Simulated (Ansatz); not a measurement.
A nudged elastic band was laid between two geometries of C2H3SSi (7 atoms, charge -1, multiplicity 1).

These are results of RKS B3LYP/def2-SVP in Ansatz, not measurements.

| Item | Value |
| --- | --- |
| movable images | 5 |
| climbing image | yes |
| spring | 5.0 eV/Å² |
| optimiser | quadratic models (default) |
| start path | through a guess of the saddle point |
| force threshold | 0.03 eV/Å |
| iteration limit | 60 |
| end points | relaxed |

Image 0:

```xyz
7
Properties=species:S:1:pos:R:3
C 0.275 1.120 0.233
C -0.211 -0.268 0.104
Si -0.321 -1.782 -0.499
S -0.970 -3.687 -0.696
H 0.116 1.751 -0.671
H -0.248 1.658 1.055
H 1.358 1.209 0.474
```

Image 6:

```xyz
7
Properties=species:S:1:pos:R:3
C 0.282 1.125 0.199
C -0.134 -0.219 -0.245
Si -0.396 -1.830 -0.158
S -0.959 -3.682 -0.745
H 0.127 1.883 -0.600
H -0.278 1.515 1.079
H 1.359 1.208 0.470
```

What changes between the two ends?

No bond is made or broken.  The two ends are copies of one structure, up to a mirror image or an exchange of like atoms.

What energy profile does the band end with?

The forces met the threshold. The highest image is number 3 of 0 to 6, 0.002 eV above the ends, which have the same energy within 2 meV. The top lies less than 8 meV above the higher end, about what the thresholds resolve: that end is a shoulder or a very shallow well. A vibrational analysis at the climbing image gives one clearly imaginary mode, 49i cm⁻¹: a first-order saddle point. Limits of this set-up: an anion without diffuse functions, the dipole of an ion depends on the origin.

```csv
image,path coordinate (Å),energy (eV)
0,0.00,0.000
1,0.11,0.001
2,0.22,0.002
3,0.33,0.002
4,0.44,0.002
5,0.55,0.001
6,0.66,0.000
```

What is the geometry of the highest image?


```xyz
7
Properties=species:S:1:pos:R:3
C 0.265 1.127 0.214
C -0.270 -0.216 -0.080
Si -0.270 -1.831 -0.319
S -0.975 -3.684 -0.719
H 0.120 1.846 -0.625
H -0.223 1.606 1.093
H 1.354 1.152 0.435
```

Time of the run: 3.9 min on 1 thread of Intel(R) Xeon(R) Processor @ 2.50GHz (Skylake/Cascade Lake), with other jobs on the host, peak memory 0.16 GiB.
